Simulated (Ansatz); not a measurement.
Ansatz (a first-principles code) input (RPA@PBE/cc-pV(T+d)Z):
A basis named .json is the Basis Set Exchange file of that set.

Ansatz 0.2 input:
```yaml
crystal:
  periodic: [false, false, false]
  atoms:
    - {symbol: F, position_ang: [-1.72374659, 0.70988422, -0.80528246]}
    - {symbol: Si, position_ang: [-1.15807029, -0.47288039, 0.11266713]}
    - {symbol: O, position_ang: [0.38748863, -0.16484796, 0.49986702]}
    - {symbol: Si, position_ang: [1.90961808, 0.30337491, 0.07936138]}
    - {symbol: H, position_ang: [-1.95907064, -0.50691482, 1.34592206]}
    - {symbol: H, position_ang: [-1.24671158, -1.71605538, -0.67403554]}
    - {symbol: H, position_ang: [2.83526506, -0.19075426, 1.13234499]}
    - {symbol: H, position_ang: [2.26265857, -0.28337300, -1.24402450]}
basis:
  gaussian:
    orbitals: cc-pV_T+d_Z.json
hamiltonian:
  xc: pbe
magnetization: {spin_polarized: true, initial_magnetization: 1}
correlation: {method: rpa, electrons: outside_noble_gas}
```

End of the output:

```
integrals: 0.25 GiB planned
1144 factors; integrals over basis functions are off by at most 1.1e-3 eV
0.29 GiB of the device are held for the grids
1.04 GiB of device memory are held for the factors and their scratch space
mean field: 0.93 GiB planned
mean field evaluation 1: about -20569.1022 eV, gradient 4.8e1 eV
mean field evaluation 2: about -20569.0941 eV, gradient 4.8e1 eV
mean field evaluation 4: about -20575.0706 eV, gradient 1.7e1 eV
mean field evaluation 8: about -20576.2808 eV, gradient 4.4e-1 eV
mean field evaluation 16: about -20576.2799 eV, gradient 1.4e-4 eV
mean field -20576.27994004 eV, -756.1643406929 hartree, gradient 4.6e-6 eV, S^2 0.751795; 0 other end points of the search recorded, 0 dependent functions left out
12 core orbitals not correlated
reference -20535.57173274 eV, -754.6683416678 hartree; 13, 12 occupied and 169, 170 virtual orbitals, 1144 factors
Total energy: -20567.39440111 eV, -755.8378031600 hartree
```

It need not be the lowest isomer of its formula.
